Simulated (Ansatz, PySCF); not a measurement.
Reaction (SMILES): N[SiH](N)N → [NH-][SiH](N)N + H+
Geometries: B3LYP-D3(BJ)/def2-TZVP minima from Ansatz (a program for electronic structure), one conformer each, not searched for the lowest.

Wanted: gas-phase deprotonation energy (enthalpy at 298 K, with B3LYP-D3(BJ) rigid-rotor harmonic-oscillator terms from PySCF), in kcal/mol. Valence correlation only, unless marked. No spin-orbit coupling. Non-relativistic. Anions need diffuse functions: aug- sets have them; def2-D sets add few; the other sets have none. Basis-set limits of correlation are two-point, X^-3; Hartree-Fock from the larger set.

| level | program | gas-phase deprotonation energy (kcal/mol) |
|---|---|---|
| BLYP-D3(BJ)/def2-TZVPD | Ansatz + dftd3 | [?] |
| HSE06/def2-TZVPD | Ansatz | 382.1 |
| B2PLYP-D4/def2-TZVPD | Ansatz + dftd4 | [?] |
| PBE-QIDH/def2-TZVPD | Ansatz | [?] |
| CCSD(T) with core electrons (1s frozen past Ne)/cc-pwCVTZ | Ansatz | 388.3 |
| CCSD(T)/CBS(aug-cc-pV(T+d)Z,aug-cc-pV(Q+d)Z) | Ansatz | 380.6 |

### Question
Complete the blanks.

### Answer

- BLYP-D3(BJ)/def2-TZVPD, gas-phase deprotonation energy (kcal/mol): 376.8
- B2PLYP-D4/def2-TZVPD, gas-phase deprotonation energy (kcal/mol): 379.4
- PBE-QIDH/def2-TZVPD, gas-phase deprotonation energy (kcal/mol): 383.2
